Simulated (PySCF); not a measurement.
## Electron correlation in Hf (hafnium, neutral)

[Xe] 4f14 5d2 6s2, high-spin 3F determinant. Calculation: PySCF 2.14, in aug-cc-pVDZ-PP with ECP60MDF; a scalar-relativistic core potential. Frozen: 5s2 5p6; 4 electrons correlated.

MP2 pair energies summed by pair of shells (mhartree):

```tsv
pair	energy	share (%)
5d-6s	-22.87	51.8
6s-6s	-18.50	41.9
5d-5d	-2.79	6.3
```

Total MP2 correlation energy: -44.16 mhartree.

Same-spin part -9.50 and opposite-spin part -34.66 mhartree; SCS-MP2 scales them by 1/3 and 6/5 to -44.76 mhartree.
